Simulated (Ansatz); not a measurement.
(BeTe)n off (charge +1): gap (eV) at several levels, gas phase, relaxed structures; Ansatz. Clusters are the lowest isomers that short searches found in that spin, judged at the geometry's level. Core potentials for Te in the def2 sets, no spin–orbit coupling. HOMO and LUMO are taken over both spins. The structures are stationary points that may keep the symmetry of their start.

```tsv
species	state	geometry	PBE-D4/def2-SVP	PBE-D4/def2-TZVP	r2SCAN-D4/def2-TZVP	PBE0-D4/def2-SVP	PBE0-D4/def2-TZVP
Be2Te⁺	doublet	PBE-D4/def2-TZVP	1.36	1.39	2.17	3.02	3.09
Be3Te2⁺	doublet	PBE-D4/def2-SVP	0.96	0.97	1.18	2.16	2.20
```

Estimate the rows for Be2Te2⁺ (doublet, r2SCAN-D4/def2-TZVP geometry).


```
species    state             geometry  PBE-D4/def2-SVP  PBE-D4/def2-TZVP  r2SCAN-D4/def2-TZVP  PBE0-D4/def2-SVP  PBE0-D4/def2-TZVP
Be2Te2⁺  doublet  r2SCAN-D4/def2-TZVP             0.75              0.76                 1.25              2.44               2.43
```

Over the 3 species that have every level, the mean is 1.02 at PBE-D4/def2-SVP, 1.04 at PBE-D4/def2-TZVP, 1.53 at r2SCAN-D4/def2-TZVP, 2.54 at PBE0-D4/def2-SVP, 2.57 at PBE0-D4/def2-TZVP. Orbital gaps grow with the share of exact exchange and aren't one observable across functionals.
